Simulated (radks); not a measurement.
Question: All-electron atom: Ta X in [Kr] 4d10 4f13 5s2 5p3. All-electron calculation, scalar-relativistic Kohn-Sham, PBE, spin-unpolarised, spherical densities, finite nucleus; Fermi nuclear charge, rms radius 5.3507 fm. Program: a radial shooting solver on a logarithmic mesh with Libxc functionals. Some entries of the table are withheld. Estimate them.

orbital,occ.,eigenvalue (Ry),<1/r> (bohr^-1)
1s,2,-4961.170,85.40
2s,2,-861.7029,19.96
2p,6,-756.7058,18.15
3s,2,(1),7.388
3p,6,-174.7204,6.837
3d,10,-138.2217,6.464
4s,2,-50.72954,3.140
4p,6,-40.45391,2.859
4d,10,-27.27951,2.547
5s,2,-15.35819,1.305
4f,13,(2),(3)
5p,3,-12.50643,1.152

Answer: 
(1) 3s eigenvalue (Ry): -205.9664
(2) 4f eigenvalue (Ry): -12.61064
(3) 4f <1/r> (bohr^-1): 2.088
